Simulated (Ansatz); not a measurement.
Basis sets compared for the cluster Al₄Au⁺. The state is a singlet with charge 1. Geometry PBE-D4/def2-SVP. Ansatz on 4 threads of AMD EPYC 7B13 on a shared host; times are rough, and most runs start from earlier orbitals.

Cartesian coordinates in Å:
```
Au -0.893 1.915 -0.277
Al -0.352 -0.302 -1.533
Al 0.988 -2.119 0.305
Al -1.099 -0.264 1.136
Al 1.356 0.770 0.369
```

In the def2 sets Au takes a core potential; there is no spin–orbit coupling. The restricted singlet is unstable towards broken spin symmetry in Hartree–Fock (as tested in another run); at PBE-D4/def2-SVP, PBE-D4/def2-TZVP, PBE0-D4/def2-SVP, PBE0-D4/def2-TZVP this wasn't settled. No other spin state of charge 1 was run. Another isomer (singlet) lies 0.55 eV lower at PBE0-D4/def2-TZVP; other spin states weren't run for this one.

```csv
level,functions,energy (Eh),HOMO (eV),LUMO (eV),wall time
PBE-D4/def2-SVP,104,-1104.4250,-8.54,-8.13,1 s
PBE0-D4/def2-SVP,104,-1104.4422,-9.13,-7.55,1.4 s
```

Problem. Estimate the rows for PBE-D4/def2-TZVP (with forces), PBE0-D4/def2-TZVP.

Solution. 
```csv
level,functions,energy (Eh),HOMO (eV),LUMO (eV),wall time
PBE-D4/def2-TZVP (with forces),188,-1104.7846,-8.45,-8.07,2.3 s
PBE0-D4/def2-TZVP,188,-1104.7985,-9.05,-7.46,3 s
```
